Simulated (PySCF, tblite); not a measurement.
Species: C₃H₁₁NOSi₃.
Geometry (GFN2-xTB, Å), atoms numbered from 1 in this order:
```
atom  x, y, z in Å
N1     4.7119    0.6812    0.7257
C2     3.7703    0.1410    0.3687
C3     2.5733   -0.5201   -0.0787
C4     1.3779    0.4394   -0.0519
O5     0.2453   -0.2281   -0.4970
Si6   -1.2950    0.3460   -0.4926
Si7   -1.8400    1.1070    1.6366
Si8   -2.3352   -1.4763   -1.4505
H9     2.7223   -0.8885   -1.0975
H10    2.3672   -1.3746    0.5718
H11    1.2212    0.8107    0.9703
H12    1.5782    1.3047   -0.6970
H13   -1.2996    1.5297   -1.3904
H14   -1.2574    2.4119    1.9827
H15   -1.3695    0.2008    2.6942
H16   -3.2888    1.2364    1.8052
H17   -3.7448   -1.1286   -1.6553
H18   -2.3269   -2.6708   -0.5987
H19   -1.8203   -1.9124   -2.7529
```

Jobs on this species (19 atoms, 86 electrons) with PySCF (density fitting) and tblite. Hardware of each: one thread, Arm Neoverse N1 (aarch64), on a shared host. Times come from a shared host and carry two figures at best.

| level and settings | work | basis functions | SCF cycles | wall time |
| --- | --- | --- | --- | --- |
| PBE0/pcSseg-1 | shieldings, charges and field gradients | 212 | ? | ? |
| GFN2-xTB | L-BFGS relaxation | – | – | 2.9 s |
| GFN2-xTB | Hessian by finite differences | – | – | 1.7 s |

Fill in the missing figures.

- PBE0/pcSseg-1; shieldings, charges and field gradients: 76 s, 14 SCF cycles

What do all jobs in the table cost together?

About 81 s; the longest takes about 94 % of that, and about 45 times as long as the shortest.
